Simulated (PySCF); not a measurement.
# Spin states of SbH

Unrestricted PBE0; PySCF, scalar-relativistic core potentials, basis sets Sb aug-cc-pVDZ-PP with ECP28, H aug-cc-pVDZ. Outer shells of the fragments: Sb 4d10 5s2 5p3; H 1s1.

Followed along the bond (rough minima from three points):

```
2Ms+1    unpaired  ⟨S²⟩ at the start  R at minimum (Å)  Te (eV)
    3        π ↑↑               2.01              1.73     0.00
    1        π ↑↓               1.01              1.72     0.34
    1        none               0.00              1.72     1.31
    5  σ ↑↑, π ↑↑               6.00  none in the scan   ≤ 5.00
```

Solutions found at the starting distance of 1.685 Å, counted from the lowest of them; the search is not exhaustive and high or unbound solutions are not listed, so other states can lie among these:

| 2Ms+1 | unpaired | term | E (eV) | ⟨S²⟩ | ⟨Lz²⟩ | μ (D) |
| --- | --- | --- | --- | --- | --- | --- |
| 3 | π ↑↑ | ³Σ⁻ | 0.00 | 2.01 | 0.00 | -0.14 |
| 1 | π ↑↓ | mixed | 0.34 | 1.01 | 2.01 | -0.13 |
| 1 | none | mixed | 1.31 | 0.00 | 2.00 | -0.12 |
| 3 | σ ↑, π ↑ | ³Π | 3.59 | 2.01 | 1.01 | 0.47 |
| 1 | σ ↓, π ↑ | mixed | 3.87 | 1.02 | 1.01 | 0.54 |
| 3 | σ ↑, π ↑ | ³Π | 4.85 | 2.00 | 1.01 | 0.49 |
| 1 | σ ↓, π ↑ | mixed | 5.01 | 1.01 | 1.01 | 0.70 |
| 5 | σ ↑↑, π ↑↑ | ⁵Σ⁻ | 5.69 | 6.00 | 0.00 | 0.66 |
| 3 | σ ↑↑, π ↑↓ | mixed | 6.55 | 3.01 | 2.02 | 0.80 |
| 1 | σ ↓↓, π ↑↑ | mixed | 6.71 | 2.01 | 0.00 | 0.88 |

A term symbol is given only where ⟨S²⟩ and ⟨Lz²⟩ are close to those of a pure state; real π, δ and φ orbitals otherwise mix terms. A positive dipole means Sb(−)H(+).

Spin–orbit coupling is left out. Counting both spins, an empty level lies below a filled one in some of these solutions, because spin and occupation are held.
